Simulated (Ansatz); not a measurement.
The pair A = C2H2 (SMILES C#C) (first 4 atoms), B = GeH4 (SMILES [GeH4]); geometry from B3LYP-D3(BJ)/def2-TZVP.
(charge 0, multiplicity 1):
```xyz
9

C      0.05906     0.53008    -0.26258
C     -0.10873    -0.65430    -0.22625
H      0.20758     1.58186    -0.29306
H     -0.25794    -1.70579    -0.19013
Ge     0.02115     0.04976     3.48999
H     -0.75481    -1.18504     3.01091
H      0.00309     0.09187     5.02802
H     -0.64325     1.32065     2.94288
H      1.47420    -0.02854     3.00342
```

Frozen-core correlation. Filled d and f shells under p-block atoms count as core. MP2 and its Hartree–Fock in aug-cc-pVQZ, aug-cc-pVTZ are density fitted.

Run with Ansatz (a quantum-chemistry and plane-wave program) with Gaussian orbitals. Values without a source in brackets are computed.

The counterpoise-corrected interaction energy is E(AB) − E(A in the pair's basis) − E(B in the pair's basis). Total energies (hartree):

```
level                           AB  A in the pair's basis  B in the pair's basis
-------------------  -------------  ---------------------  ---------------------
HF/aug-cc-pVTZ       -2154.5678773            -76.8506826          -2077.7181604
MP2/aug-cc-pVTZ      -2155.0250182            -77.1637326          -2077.8593843
HF/aug-cc-pVQZ       -2154.5763031            -76.8550743          -2077.7221743
MP2/aug-cc-pVQZ      -2155.0583658            -77.1854075          -2077.8709349
MP2/aug-cc-pVDZ      -2154.8549535            -77.0911486          -2077.7622533
CCSD(T)/aug-cc-pVDZ  -2154.9166606            -77.1195720          -2077.7957541
```

**Question.** Work out the counterpoise-corrected interaction energy at the basis-set limit: extrapolate the MP2 correlation part as X⁻³, take Hartree–Fock from the larger set, and add the CCSD(T) − MP2 difference of aug-cc-pVDZ.

**Answer.** 
1. Differences (1 hartree = 627.509 kcal/mol): HF/aug-cc-pVTZ 0.606; MP2/aug-cc-pVTZ -1.193; HF/aug-cc-pVQZ 0.593; MP2/aug-cc-pVQZ -1.270; MP2/aug-cc-pVDZ -0.974; CCSD(T)/aug-cc-pVDZ -0.837.
2. Correlation parts, MP2 less HF: -1.799 in aug-cc-pVTZ (X = 3), -1.863 in aug-cc-pVQZ (X = 4).
3. Limit (4³·(-1.863) − 3³·(-1.799))/(4³ − 3³) = -1.910; with HF/aug-cc-pVQZ it gives -1.316.
4. CCSD(T) less MP2 in aug-cc-pVDZ: 0.136.
Result: -1.18 kcal/mol, against -1.19 at MP2/aug-cc-pVTZ. It is an estimate of this method's limit, not of the exact value.
